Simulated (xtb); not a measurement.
xtb input:

```bash
xtb mol.xyz --gfn 1 --opt tight --chrg 0 --uhf 0
```
mol.xyz:
```
2

Rb    -0.00000000    -0.00000000    -0.90239267
Cl     0.00000000     0.00000000     1.96403109
```

**Question.** What final total energy does it print?

**Answer.** -4.61372 Eh (GFN1-xTB).
